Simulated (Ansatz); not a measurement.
Species: H$_{2}$Se, charge 1, doublet. H2Se+ (parent SMILES [SeH2], doublet).
B3LYP-D3(BJ)/def2-TZVP minimum from Ansatz (a quantum-chemistry and plane-wave program):
```xyz
3

Se     0.0000     0.0576     0.0017
H     -1.0670    -0.9799    -0.0261
H      1.0674    -0.9793    -0.0317
```
Charge +1, spin multiplicity 2.

Total energies in cc-pVTZ, 7 correlated electrons, 14 frozen orbitals. UHF or UKS for unpaired electrons; spin-orbit terms are left out. Cores are frozen in correlated methods (noble-gas shells, and filled d and f shells in the p block). No relativity. The spin of H2Se+ (parent SMILES [SeH2], doublet) was assumed, and the state is the lowest solution found for it.

| method | program | energy (Eh) | minus CCSDTQ (mEh) |
|---|---|---|---|
| HF | Ansatz | -2400.72708 | 163.40 |
| MP2 | Ansatz | -2400.86011 | 30.37 |
| CCSD | Ansatz | -2400.88482 | 5.66 |
| CCSD(T) | Ansatz | -2400.88959 | 0.89 |
| CCSDT(Q) | Ansatz | -2400.89046 | 0.02 |
| CCSDTQ | Ansatz | -2400.89048 | 0.00 |

Rough core times of Ansatz's runs on a shared machine: CCSD(T) under 20 s, CCSDT(Q) 2 min, CCSDTQ 40 min.
